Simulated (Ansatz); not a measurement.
C₃H₉NSn, SMILES `C[CH](C)[Sn][NH2]`, one more setting.

```yaml
crystal:
  periodic: [false, false, false]
  atoms:
    - {symbol: C, position_ang: [-0.694736, 0.021050, 1.354213]}
    - {symbol: C, position_ang: [0.108643, -0.835101, 0.386485]}
    - {symbol: C, position_ang: [1.493569, -0.256445, 0.136906]}
    - {symbol: Sn, position_ang: [-0.988038, -1.143428, -1.519764]}
    - {symbol: N, position_ang: [-1.003294, 0.817997, -1.978931]}
    - {symbol: H, position_ang: [-0.870662, 1.025727, 0.956433]}
    - {symbol: H, position_ang: [-1.674921, -0.410877, 1.580200]}
    - {symbol: H, position_ang: [-0.169376, 0.143439, 2.310634]}
    - {symbol: H, position_ang: [0.220053, -1.837949, 0.815272]}
    - {symbol: H, position_ang: [2.052602, -0.138466, 1.074608]}
    - {symbol: H, position_ang: [2.099262, -0.889468, -0.519513]}
    - {symbol: H, position_ang: [1.441279, 0.732535, -0.329704]}
    - {symbol: H, position_ang: [-1.423752, 1.184846, -2.817968]}
    - {symbol: H, position_ang: [-0.603530, 1.557041, -1.419972]}
basis:
  gaussian: {orbitals: STO-3G}
hamiltonian: {xc: {name: PBE0-DH}}
output: {forces: true}
```

```sh
$ ansatz run in.yaml --threads 4 --pin off --events-out ev --progress --plain --max-ram 11315MiB
```

It prints (some lines left out):

```
Functional definition: PBE0-DH
772 factors; integrals over basis functions are off by at most 4.8e-5 eV
mean field evaluation 1: about -166997.9188 eV, gradient 1.8e1 eV
mean field evaluation 2: about -166997.9514 eV, gradient 1.8e1 eV
mean field evaluation 4: about -166999.0029 eV, gradient 1.7e0 eV
mean field evaluation 8: about -166999.0142 eV, gradient 2.4e-2 eV
mean field -166999.01418172 eV, -6137.1005751807 hartree, gradient 2.3e-6 eV, S^2 0.000000; 0 other end points of the search recorded, 0 dependent functions left out
22 core orbitals not correlated: weight in the atoms' cores, before any rotation towards them, 1.000 or more for the frozen orbitals, at most 0.000 for the correlated occupied ones
reference -166999.01419560 eV, -6137.1005756909 hartree; 20, 20 occupied and 14, 14 virtual orbitals, 772 factors
second order -8.61308291 eV of doubles, -0.00000000 eV of singles
mean field evaluation 16: about -166998.9892 eV, gradient 2.0e-1 eV
Total energy: -167000.09083096 eV, -6137.1401413107 hartree
Atom 0 at    -0.694736     0.021050     1.354213 Å, force    -0.194584     0.501611     0.694638 eV/Å
Atom 1 at     0.108643    -0.835101     0.386485 Å, force    -1.017658    -0.940526    -1.619601 eV/Å
Atom 2 at     1.493569    -0.256445     0.136906 Å, force     0.778416     0.376724     0.154371 eV/Å
Atom 3 at    -0.988038    -1.143428    -1.519764 Å, force     0.268389     2.552364    -0.076251 eV/Å
Atom 4 at    -1.003294     0.817997    -1.978931 Å, force     0.122897    -4.285438     1.163429 eV/Å
Atom 5 at    -0.870662     1.025727     0.956433 Å, force     0.029785     0.034459    -0.018361 eV/Å
Atom 6 at    -1.674921    -0.410877     1.580200 Å, force    -0.001286    -0.095433    -0.033429 eV/Å
Atom 7 at    -0.169376     0.143439     2.310634 Å, force    -0.029305     0.030857     0.006563 eV/Å
Atom 8 at     0.220053    -1.837949     0.815272 Å, force     0.125100     0.116520     0.198715 eV/Å
Atom 9 at     2.052602    -0.138466     1.074608 Å, force     0.026098     0.024501    -0.024396 eV/Å
Atom 10 at     2.099262    -0.889468    -0.519513 Å, force    -0.046273    -0.089022    -0.008127 eV/Å
Atom 11 at     1.441279     0.732535    -0.329704 Å, force    -0.023653     0.042156     0.011687 eV/Å
Atom 12 at    -1.423752     1.184846    -2.817968 Å, force    -0.476957     0.663071    -1.005084 eV/Å
Atom 13 at    -0.603530     1.557041    -1.419972 Å, force     0.439030     1.068155     0.555844 eV/Å
Dipole moment:    -0.039582     0.228183    -0.120856 e Å
```

It took 1.6 s on 4 threads of an Intel Xeon 6975P-C on a shared host, with 0.57 GiB of host memory at the peak.
